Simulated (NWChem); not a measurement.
GeS, singlet; SMILES [S]=[Ge]

```xyz
2

Ge     0.0000     0.0000    -0.6727
S      0.0000     0.0000     1.3454
```
Atoms are numbered in this order, from 1.

Program: NWChem. Pople sets run with spherical d functions. Low-valent species are run as closed-shell singlets; no triplet was tried in these runs. Geometry: optimised at PBE0/def2-SVP. B3LYP is NWChem's, with the RPA form of VWN correlation.

For level B3LYP/6-31G*:

```
Item                         Result
---------------------------  ------
highest occupied level (eV)   -7.69
orbital gap (eV)               5.13
dipole (D)                     2.04
```

Problem. How do the values read with level LC-wPBE (HJS exchange hole, range parameter 0.4 per bohr)/6-31G* instead?

Solution. The highest occupied level (eV) comes out as -10.52. The orbital gap (eV) comes out as 10.12 and the dipole (D) is 2.47.
